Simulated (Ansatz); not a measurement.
Consider the redistribution: `[Cl][Sn][Cl]` + `CC(C)[O][Sn][F]` → `CC(C)[O][Sn][Cl]` + `[F][Sn][Cl]`.

Program: Ansatz. Geometries: PBE0-D4/def2-TZVP. ΔE: electronic, gas phase. CCSD(T)/CBS is the MP2 limit (def2-TZVPP, def2-QZVPP) plus CCSD(T) − MP2 in def2-TZVPP, frozen cores. DFT in def2-TZVPP. def2 core potentials past Kr. For Sn outer-core shells are correlated without core-valence functions, which leaves a few kJ/mol of doubt a bond. Each species was taken in one conformer, which may not be the lowest.

```csv
level,ΔE (kJ/mol)
ωB97X-V,2.3
MP2/def2-QZVPP,1.3
HF/CBS(def2),3.5
MP2/CBS(def2),1.2
```

(1) What does CCSD(T)/CBS give? (Estimate.)

Largest T1 diagnostic among the species: 0.016.

Results:

(1) Computed: +1.8 kJ/mol. The listed levels differ from it by 0.5, -0.5, 1.7, -0.6 kJ/mol.
